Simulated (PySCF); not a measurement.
The PySCF input:
```python
from pyscf import gto, scf, dft

mol = gto.M(
    atom='''
Sb   -0.00000000   -0.00000000    0.00000000
Cl    1.84740184   -0.63968342   -1.20239968
Cl    0.62122222    0.48888872    2.15474458
Cl   -0.93603228    1.85924544   -0.96690403
Cl   -1.53259177   -1.70845074    0.01455913
''',
    basis='3-21g',
    charge=1,
    verbose=3,
)

mf = dft.RKS(mol)
mf.xc = 'r2scan'
mf.kernel()
```

What does this run give for the total energy, nuclear repulsion energy?


The total energy is -8119.603423 Ha and the nuclear repulsion energy is 1044.4039 Eh.
